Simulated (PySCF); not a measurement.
C2H2O4, SMILES O=C(C(=O)O)O. Atoms are numbered in the order given.

```xyz
8

O     -0.9593    -1.4723     0.0000
C      0.1617    -0.7528     0.0000
O      1.2726    -1.2020     0.0000
C     -0.1617     0.7528     0.0000
O      0.9593     1.4723     0.0000
O     -1.2726     1.2020     0.0000
H     -0.6938    -2.4060     0.0000
H      0.6938     2.4060     0.0000
```

Geometry optimised at ωB97X-D3(BJ)/def2-SVP. The values are those of a single conformer.

The numbers are results of PySCF 2.14.0 with ωB97X-D3(BJ)/def2-SVP, not measurements.

Harmonic, unscaled wavenumbers; measured fundamentals usually lie a few per cent lower.

```csv
mode,ν (cm⁻¹),IR (km/mol),Raman (Å⁴/amu),depolarisation,moving atoms (share of kinetic energy)
1,44,4.0,0.0,–,O 98 %
2,267,5.6,0.0,–,O 89 %
3,425,13.8,0.0,–,"C 53 %, H 33 %, O 13 %"
4,440,0.0,3.1,0.58,O 90 %
5,545,0.0,1.7,0.58,"O 79 %, C 20 %"
6,636,0.0,7.8,0.75,H 90 %
7,657,142.8,0.0,–,"O 55 %, H 23 %, C 22 %"
8,690,272.4,0.0,–,"H 62 %, C 20 %, O 18 %"
9,822,0.0,9.9,0.20,"O 56 %, H 23 %, C 22 %"
10,846,0.0,1.1,0.75,"C 87 %, O 12 %"
11,1199,483.9,0.0,–,"O 55 %, H 33 %, C 13 %"
12,1242,0.0,7.0,0.35,"H 58 %, O 38 %"
13,1358,79.7,0.0,–,"C 45 %, H 40 %, O 15 %"
14,1481,0.0,1.0,0.67,"C 78 %, O 12 %, H 11 %"
15,1918,610.6,0.0,–,"C 61 %, O 38 %"
16,1940,0.0,21.0,0.39,"C 66 %, O 32 %"
17,3817,222.6,0.0,–,H 94 %
18,3817,0.0,161.5,0.29,H 94 %
```
